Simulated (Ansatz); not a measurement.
Reaction (ligand exchange at a W–Cl bond): `[F][W]([F])(=[S])([Cl])[Cl]` + H–F → `[F][W]([F])([F])(=[S])[Cl]` + HCl

Program: Ansatz. Geometries: PBE0-D4/def2-TZVP. ΔE: electronic, gas phase. CBS: MP2 limit from def2 TZ/QZ plus the TZ coupled-cluster correction, frozen cores. This one scheme is used for every species. DFT in def2-TZVPP. Elements past krypton have def2 core potentials. For W outer-core shells are correlated without core-valence functions, which leaves a few kJ/mol of doubt a bond.

`[F][W]([F])(=[S])([Cl])[Cl]`:

```xyz
6

F    -1.317    1.224   -0.629
W    -0.068    0.018    0.026
F    -0.585    0.712    1.668
S    -0.966   -1.862   -0.108
Cl    1.943   -0.378    1.011
Cl    0.993    0.287   -1.968
```

H–F:

Z-matrix (Å, degrees):
```
F
H 1 0.920
```

`[F][W]([F])([F])(=[S])[Cl]`:

Z-matrix (Å, degrees):
```
W
F 1 1.853
F 1 1.850 2 84.6
Cl 1 2.270 2 146.7 3 -76.9
F 1 1.850 2 84.6 3 -153.7
S 1 2.090 2 107.4 3 103.1
```

HCl:

Cartesian coordinates in Å:
```
Cl 0.168 0.520 0.331
H -0.168 -0.520 -0.331
```

Is it downhill or uphill in electronic energy at CCSD(T)/CBS, and by how much? (Best estimate.)

The calculation gave: Downhill: ΔE = -10.2 kJ/mol.

What do these levels give: LDA (SPW92), BLYP-D4, CAM-B3LYP-D4, ωB97X-V, r2SCAN0, LC-ωPBE, RPA@PBE/def2-TZVPP, HF/def2-SVP, CCSD/def2-SVP, SCS-MP2/def2-TZVPP, SCS-MP2/def2-QZVPP, CCSD/CBS(def2)? (Estimate.)

The calculation gave: LDA (SPW92) -19.2, BLYP-D4 -23.3, CAM-B3LYP-D4 -31.6, ωB97X-V -30.7, r2SCAN0 -20.6, LC-ωPBE -35.6, RPA@PBE/def2-TZVPP -20.6, HF/def2-SVP -37.4, CCSD/def2-SVP -34.8, SCS-MP2/def2-TZVPP -6.9, SCS-MP2/def2-QZVPP -3.8, CCSD/CBS(def2) -15.0 kJ/mol.

Largest T1 diagnostic among the species: 0.021, so the coupled-cluster value is less sure than usual.

Leaving LDA and LC-ωPBE aside and taking each functional with its dispersion term where it has one, the values, not all of them listed here, spread over 23.1 kJ/mol, from CAM-B3LYP-D4 to PBE-QIDH. LDA lies +3.5 kJ/mol from PBE without D4. The D4 term adds +8.3 kJ/mol with B3LYP and +4.4 kJ/mol with PBE0; it sums over pairs of atoms, weighted by their polarisabilities, and B3LYP, whose exchange is more repulsive, gets the larger term.

B3LYP here is the variant with VWN-RPA as its local correlation; programs differ in this.
